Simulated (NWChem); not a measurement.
Molecule: SiHOF, singlet; SMILES O[Si]F

```xyz
4

Si     0.6214     0.0125     0.0000
F     -0.4211    -1.2591     0.0000
O     -0.4493     1.2760     0.0000
H     -1.3979     1.0886     0.0000
```
Atoms are numbered in this order, from 1.

Level: PBE0/def2-SVP (NWChem), optimised geometry, unscaled harmonic frequencies. Low-valent species are run as closed-shell singlets; no triplet was tried in these runs.

Question: List the harmonic frequencies with IR intensities, and the thermochemistry.

Answer: 
```
frequency (cm⁻¹)  IR intensity (km/mol)
----------------  ---------------------
307                                45.7
523                               172.4
721                                81.6
851                               165.2
901                               108.8
3856                               89.6
```

```
Item                                                                                Value
-----------------------------------------------------------------------  ----------------
zero-point energy                                                           10.2 kcal/mol
thermal correction to the enthalpy at 298.15 K (with zero-point energy)     13.1 kcal/mol
heat capacity Cv                                                         10.7 cal/(mol K)
entropy at 298.15 K and 1 atm (symmetry number 1)                        63.8 cal/(mol K)
dipole moment                                                                      0.99 D
```

Rigid rotor and harmonic oscillator.
